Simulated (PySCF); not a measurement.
## Input and output

[Eu(H2O)9]3+ (singlet in the valence; each metal's 4f electrons, 6 of them, lie in its core potential, out of spins and levels). PySCF 2.14.0, RKS BP86, Eu lcecp-1-SVP with ECP52, O def2-SVP, H def2-SVP; non-relativistic Hamiltonian with scalar-relativistic core potentials where named; density fitting; no spin-orbit coupling. Purpose: all atoms moved at random, sigma 0.15 A. The relaxed geometry from which the atoms were moved is a saddle point.

```python
mol = gto.M(atom='''
Eu     0.17545     0.06203    -0.06244
O      1.76177     0.08736     1.51490
H      1.77870    -0.51244     2.81459
H      2.24202     0.55199     2.12414
O     -0.86489     1.81025     1.68722
H     -0.67076     1.96154     2.45981
H     -1.62161     2.10240     1.60558
O     -1.03195    -1.59886     1.61399
H     -1.23208    -1.43450     2.71780
H     -0.93003    -2.54426     2.21710
O      1.53966     0.14948    -2.02724
H      2.28458    -0.50270    -1.82689
H      1.87197     0.56226    -2.57086
O     -0.79540     1.53574    -1.65906
H     -0.66011     2.47712    -1.92932
H     -1.37556     1.18797    -2.95540
O     -0.70763    -1.57598    -1.74443
H     -1.96359    -2.09115    -1.90343
H     -0.25681    -2.32053    -2.79717
O      1.16246     2.25046    -0.02451
H      1.06818     3.06299     0.75052
H      2.17697     2.50165    -0.41818
O     -2.29964    -0.21357     0.12618
H     -2.90474    -0.62426     0.33541
H     -3.19887     0.32530    -0.23660
O      1.26939    -2.01837     0.36886
H      2.14351    -2.16918     0.42834
H      1.03902    -3.02274    -0.60889''',
    basis={'Eu': 'lcecp-1-SVP', 'O': 'def2-SVP', 'H': 'def2-SVP'},
    ecp={'Eu': 'lcecp-1-SVP'},
    charge=3, spin=0)
mf = dft.RKS(mol, xc='B88,P86')
mf.grids.atom_grid = (50, 194)  # f atoms: unpruned, at least (60, 302)
mf = mf.density_fit()  # fitting sets: Eu AutoAux, O def2-universal-JKFIT, H def2-universal-JKFIT
mf.conv_tol = 1e-08; mf.max_cycle = 55
mf.kernel(dm0)  # dm0: converged density of the relaxed state
mf.nuc_grad_method().kernel()
```

Run from Python with OMP_NUM_THREADS=4; the lines above give its settings. Where DIIS fails, smearing, a level shift and second-order steps follow.
It took 31 s on 4 threads of Arm Neoverse V1 (shared host), from an already converged density.

Q: Where do the frontier levels lie, over both spins?

A: HOMO -17.63 eV, LUMO -14.76 eV. The 4f levels lie in the core potential and are missing.

Q: What are the Mulliken charges and spins?

A: 
```
atom  charge (e)  spin (e)
 Eu1       0.564     0.000
  O2      -0.261     0.000
  H3       0.366     0.000
  H4       0.217     0.000
  O5      -0.042     0.000
  H6       0.131     0.000
  H7       0.142     0.000
  O8      -0.308     0.000
  H9       0.260     0.000
 H10       0.274     0.000
 O11      -0.077     0.000
 H12       0.261     0.000
 H13       0.112     0.000
 O14      -0.351     0.000
 H15       0.276     0.000
 H16       0.373     0.000
 O17      -0.448     0.000
 H18       0.354     0.000
 H19       0.347     0.000
 O20      -0.357     0.000
 H21       0.329     0.000
 H22       0.319     0.000
 O23      -0.127     0.000
 H24       0.089     0.000
 H25       0.276     0.000
 O26      -0.287     0.000
 H27       0.215     0.000
 H28       0.354     0.000
```
The spin of the 4f electrons in the core isn't counted.

Q: What forces act on the atoms (eV/Å)?

A: 
```
Eu   -2.75  -0.10  -0.29
O    -1.19  -4.52   4.04
H    -0.83   0.46  -4.31
H     3.41   4.43   1.75
O     9.31  -7.67 -12.15
H     4.06   2.55  14.20
H   -13.36   4.95  -2.03
O    -0.42  -3.24   7.75
H     0.01   1.70  -3.58
H     0.43   1.45  -3.74
O    -7.99 -14.53  17.63
H    -0.82   0.44  -0.29
H     9.79  13.73 -17.57
O    -2.55  -0.62  -5.43
H     0.14  -0.10   0.44
H     1.99   1.01   4.73
O    -3.30  -5.46  -5.10
H     4.95   2.15   0.88
H    -1.60   3.12   4.07
O     4.01   4.34   1.45
H     0.09  -3.01  -2.83
H    -3.58  -0.84   1.24
O    12.89  15.53  -8.64
H   -16.78 -15.92   8.64
H     3.56   0.84  -0.36
O    -6.20  -3.39  -5.06
H     6.21  -1.00   0.80
H     0.52   3.68   3.76
```
Forces carry noise of the integration grid, about 0.01 to 0.03 eV/Å.

Q: How does its energy compare with the relaxed singlet of charge +3 in vacuum?

A: It lies 20.792 eV higher.

An lcecp potential fixes the number of 4f electrons, so in runs with it no electron can move into or out of that shell.
